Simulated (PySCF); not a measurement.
How methods differ on the excitation energy of Tc²⁺

Tc²⁺ [Kr] 4d5 (6S) → Tc²⁺ [Kr] 4d4 5p1 (high-spin determinant), as a difference of total energies. All numbers are calculated (PySCF 2.14, the spin-free X2C one-electron Hamiltonian (Gaussian nucleus), in aug-cc-pVTZ-DK). Correlated levels: valence: [Kr] frozen. The calculations carry no spin-orbit coupling.

```tsv
method	excitation energy (eV)
UHF	11.159
MP2 (valence)	11.447
SCS-MP2 (valence)	11.255
CCSD (valence)	11.424
CCSD(T) (valence)	11.422
```

Question: How much does correlation contribute at CCSD(T) (valence)?

Answer: 11.422 − (11.159) = 0.263 eV, measured against UHF.

A first-order spin-orbit estimate (lowest level to lowest level, LS coupling) adds -0.292 eV.

The determinant of the upper state mixes LS terms, which raises its energy above the lowest term, most at the Hartree-Fock and MP2 levels.
